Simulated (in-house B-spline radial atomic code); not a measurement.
Spin-orbit splittings of orbital energies (j = l + 1/2 less j = l - 1/2) and ratios of mean radii (lower j over upper j) along the 33-electron series, configuration [Ar] 3d10 4s2 4p3. Computed with an all-electron radial atomic-structure program (B-spline basis): Dirac-Hartree-Fock, average of the configuration, finite nuclei.

```json
{"ion": "Sb18+", "Z": "51", "splitting of 3d (eV)": "10.132", "radius ratio of 3d": "0.98884", "splitting of 2p (eV)": "253.29", "radius ratio of 2p": "0.95017", "splitting of 4p (eV)": "12.038", "radius ratio of 4p": "0.97751"}
{"ion": "Te19+", "Z": "52", "splitting of 3d (eV)": "?", "radius ratio of 3d": "?", "splitting of 2p (eV)": "?", "radius ratio of 2p": "?", "splitting of 4p (eV)": "?", "radius ratio of 4p": "?"}
{"ion": "I20+", "Z": "53", "splitting of 3d (eV)": "?", "radius ratio of 3d": "?", "splitting of 2p (eV)": "?", "radius ratio of 2p": "?", "splitting of 4p (eV)": "?", "radius ratio of 4p": "?"}
{"ion": "Xe21+", "Z": "54", "splitting of 3d (eV)": "13.707", "radius ratio of 3d": "0.98757", "splitting of 2p (eV)": "326.56", "radius ratio of 2p": "0.94386", "splitting of 4p (eV)": "16.928", "radius ratio of 4p": "0.97505"}
{"ion": "Cs22+", "Z": "55", "splitting of 3d (eV)": "15.086", "radius ratio of 3d": "0.98713", "splitting of 2p (eV)": "354.37", "radius ratio of 2p": "0.94167", "splitting of 4p (eV)": "18.843", "radius ratio of 4p": "0.97418"}
{"ion": "Ba23+", "Z": "56", "splitting of 3d (eV)": "16.566", "radius ratio of 3d": "0.98667", "splitting of 2p (eV)": "384.03", "radius ratio of 2p": "0.93942", "splitting of 4p (eV)": "20.916", "radius ratio of 4p": "0.97329"}
{"ion": "La24+", "Z": "57", "splitting of 3d (eV)": "18.154", "radius ratio of 3d": "0.9862", "splitting of 2p (eV)": "415.63", "radius ratio of 2p": "0.93713", "splitting of 4p (eV)": "23.153", "radius ratio of 4p": "0.97237"}
{"ion": "Ce25+", "Z": "58", "splitting of 3d (eV)": "19.853", "radius ratio of 3d": "0.98572", "splitting of 2p (eV)": "449.25", "radius ratio of 2p": "0.93478", "splitting of 4p (eV)": "25.567", "radius ratio of 4p": "0.97143"}
{"ion": "Pr26+", "Z": "59", "splitting of 3d (eV)": "21.67", "radius ratio of 3d": "0.98524", "splitting of 2p (eV)": "485", "radius ratio of 2p": "0.93239", "splitting of 4p (eV)": "28.165", "radius ratio of 4p": "0.97047"}
```

(1) Fill in the row of Te19+.

(2) Fill in the row of I20+.

(3) With what power of Z does the column «splitting of 2p (eV)» change over this range?

## Answers

(1) splitting of 3d (eV): 11.235; radius ratio of 3d: 0.98843; splitting of 2p (eV): 276.1; radius ratio of 2p: 0.94811; splitting of 4p (eV): 13.534; radius ratio of 4p: 0.97672.

(2) splitting of 3d (eV): 12.424; radius ratio of 3d: 0.98801; splitting of 2p (eV): 300.49; radius ratio of 2p: 0.94601; splitting of 4p (eV): 15.161; radius ratio of 4p: 0.9759.

(3) A fit of the logarithm of its size against log Z from Z = 51 to 59 has slope 4.46. An unscreened hydrogenic electron would give 4 at low Z; screening makes the apparent power larger near the neutral end, and relativity raises it again at high Z.
